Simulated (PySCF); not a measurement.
## Correlation energy of Ar+ (argon, charge +1)

[Ne] 3s2 3p5, 2P determinant. All numbers are calculated (PySCF 2.14, scalar relativity by spin-free X2C-1e, in x2c-TZVPall (5s5p2d1f, 37 functions)). Frozen: [Ne]; 7 electrons correlated.

MP2 pair energies summed by pair of shells (mhartree):

```csv
pair,energy,share (%)
3p-3p,-103.36,63.6
3s-3p,-50.35,31.0
3s-3s,-8.73,5.4
```

Total MP2 correlation energy: -162.44 mhartree.

Same-spin part -37.83 and opposite-spin part -124.61 mhartree; SCS-MP2 scales them by 1/3 and 6/5 to -162.15 mhartree.

| level | correlation energy (mhartree) |
| --- | --- |
| CCSD | -188.10 |
| (T) | -5.25 |
| CCSD(T) | -193.35 |

Diagnostics: T1 = 0.0063, D1 = 0.0217, largest double amplitude 0.054.

Cost of the coupled-cluster step: 0.45 s of wall time on 1 thread of Neoverse-V2 (shared host), for 7 correlated electrons.

Iterations:

```
CC2 = 0
CCSD nocc = (np.int64(4), np.int64(3)), nmo = (32, 32)
frozen orbitals [[0, 1, 2, 3, 4], [0, 1, 2, 3, 4]]
max_cycle = 100
direct = 0
conv_tol = 1e-08
conv_tol_normt = 1e-06
diis_space = 8
diis_start_cycle = 0
Init t2, MP2 energy = -0.162443166749561
Init E_corr(UCCSD) = -0.162443166749879
cycle = 1  E_corr(UCCSD) = -0.182447450174952  dE = -0.0200042834  norm(t1,t2) = 0.03706
cycle = 2  E_corr(UCCSD) = -0.186455980955169  dE = -0.00400853078  norm(t1,t2) = 0.0116214
cycle = 3  E_corr(UCCSD) = -0.188163683409343  dE = -0.00170770245  norm(t1,t2) = 0.00460968
cycle = 4  E_corr(UCCSD) = -0.188097250279491  dE = 6.64331299e-05  norm(t1,t2) = 0.000539595
cycle = 5  E_corr(UCCSD) = -0.188098290347823  dE = -1.04006833e-06  norm(t1,t2) = 7.22842e-05
cycle = 6  E_corr(UCCSD) = -0.188098572196861  dE = -2.81849038e-07  norm(t1,t2) = 1.36326e-05
cycle = 7  E_corr(UCCSD) = -0.188098614562597  dE = -4.23657364e-08  norm(t1,t2) = 2.21283e-06
cycle = 8  E_corr(UCCSD) = -0.188098607231237  dE = 7.33136013e-09  norm(t1,t2) = 4.81717e-07
UCCSD converged
E(UCCSD) = -528.2671247860166  E_corr = -0.1880986072312371
UCCSD(T) correction = -0.0052492157900676
```
